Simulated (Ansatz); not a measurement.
Reaction (ligand exchange at the Si–N bond): `BN[SiH2]C=C` + `O[SiH3]` → `C=C[SiH2]O[SiH3]` + `BN`

Isolated molecules relaxed with PBE0-D4/def2-TZVP in Ansatz; ΔE leaves out vibrations. CCSD(T)/CBS adds triple-zeta CCSD(T) − MP2 to the extrapolated MP2 energy (def2 sets, frozen cores). This one scheme is used for every species. DFT in def2-TZVPP. One conformer a species, not always the lowest.

| level | ΔE (kJ/mol) |
| --- | --- |
| BHLYP-D4 | -76.3 |
| PBE-QIDH | -65.5 |
| CAM-B3LYP | -71.7 |
| CCSD/def2-TZVPP | -68.0 |

What does CCSD(T)/CBS give? (Best estimate.)

The calculation gave: -66.6 kJ/mol. The listed levels differ from it by -9.7, 1.1, -5.1, -1.4 kJ/mol.

Largest T1 diagnostic among the species: 0.012.

From BLYP to BHLYP (50 % exact exchange), in def2-TZVPP and without D4, ΔE moves by −5.9 kJ/mol. Leaving LDA and LC-ωPBE aside and taking each functional with its dispersion term where it has one, the values, not all of them listed here, spread over 14.3 kJ/mol, from BHLYP-D4 to revPBE-D4. In def2-TZVPP, CCSD(T) changes the Hartree–Fock value by +10.6 kJ/mol (the triples alone add +1.8 kJ/mol) and MP2 by +11.8 kJ/mol.
